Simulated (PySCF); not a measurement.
PySCF input file for Te(F)(SH) (FHSTe), SMILES F[Te]S, B3LYP-D3(BJ)/def2-TZVP. The structure is a stationary point at B3LYP-D3(BJ)/def2-TZVP. The def2 effective core potentials stand for the cores of Te; spin–orbit coupling is left out. The values are those of a single conformer.

```python
import numpy as np
from pyscf import gto, scf, dft, df
from pyscf.hessian import thermo

mol = gto.M(
    atom='''
    Te    0.48907935   -0.19843607   -0.01568159
    F    -0.67363789   -1.68320708   -0.45517073
    S    -1.13180526    1.47188378    0.36334605
    H    -1.26050093    1.91739853   -0.90155758
    ''',
    basis='def2-TZVP',
    ecp={'Te': 'def2-tzvp'},
    charge=0,
    spin=0,
    max_memory=1600,
    verbose=3,
)
mf = dft.RKS(mol, xc='b3lyp').density_fit(auxbasis='def2-universal-jkfit')
mf.disp = 'd3bj'
mf.grids.level = 3
mf.conv_tol = 1e-11
mf.max_cycle = 100
mf.kernel()

# [left out here: the lines that compute and print the analytic Hessian (its translational invariance restored by hand, since the grid's response is missing), thermochemistry and intensities]
```

Output:

```
converged SCF energy = -766.851587212496

WARN: DFTD3 does not support analytical Hessian, using finite difference


WARN: Mole.unit (angstrom) is changed to Bohr

Mode                                 0                   1                   2
Irrep
Freq [cm^-1]                      164.1890            369.1024            387.1945
Reduced mass [au]                  19.1699             30.2178              1.0767
Force const [Dyne/A]                0.3045              2.4255              0.0951
Char temp [K]                     236.2314            531.0561            557.0867
Normal mode                   x     y     z       x     y     z       x     y     z
       0  Te                 0.03  0.00  0.00   -0.03  0.03  0.01    0.00 -0.00  0.01
       1   F                -0.13  0.12  0.02   -0.00 -0.01 -0.00    0.00  0.01 -0.04
       2   S                -0.04 -0.07 -0.02    0.11 -0.11 -0.02    0.02  0.03  0.00
       3   H                -0.04 -0.09 -0.03    0.03 -0.08 -0.01   -0.70 -0.64 -0.16
Mode                                 3                   4                   5
Irrep
Freq [cm^-1]                      579.6882            790.2381           2634.4978
Reduced mass [au]                  21.3170              1.0375              1.0394
Force const [Dyne/A]                4.2205              0.3817              4.2503
Char temp [K]                     834.0423           1136.9766           3790.4558
Normal mode                   x     y     z       x     y     z       x     y     z
       0  Te                -0.02 -0.02 -0.01   -0.00  0.00 -0.00    0.00 -0.00 -0.00
       1   F                 0.13  0.16  0.05    0.00  0.00  0.00    0.00  0.00  0.00
       2   S                 0.01 -0.01 -0.00   -0.01  0.01  0.02    0.00 -0.01  0.03
       3   H                -0.01  0.00  0.00    0.67 -0.66 -0.26   -0.08  0.31 -0.93
temperature 298.1500 [K]
pressure 101325.00 [Pa]
Rotational constants [GHz] 8.86895 3.03711 2.29777
Symmetry number 1
Zero-point energy (ZPE) 0.01122 [Eh]   29457.504 [J/mol]
                           tot       elec      trans        rot        vib
Entropy [J/mol/K]       304.662      0.000    173.488    109.012     22.162
Cv [J/mol/K]             52.821      0.000     12.472     12.472     27.877
Cp [J/mol/K]             61.135      0.000     20.786     12.472     27.877
Internal energy [J/mol]                      3718.434   3718.434  33486.316
Internal energy [Eh]   -766.83600  -766.85159
Enthalpy [J/mol]                             6197.391   3718.434  33486.316
Enthalpy [Eh]          -766.83506
Gibbs free energy [J/mol]                  -45527.947 -28783.477  26878.729
Gibbs free energy [Eh] -766.86965
mode   freq/cm-1   IR/(km/mol)
   1      164.19         4.443
   2      369.10        12.957
   3      387.19        16.249
   4      579.69        83.789
   5      790.24         3.659
   6     2634.50         0.181
max |gradient| / (hartree/bohr): 0.00010180870947879461
APT charges: [ 0.7453 -0.5717 -0.1963  0.0227]
```

Self-consistency was reached.
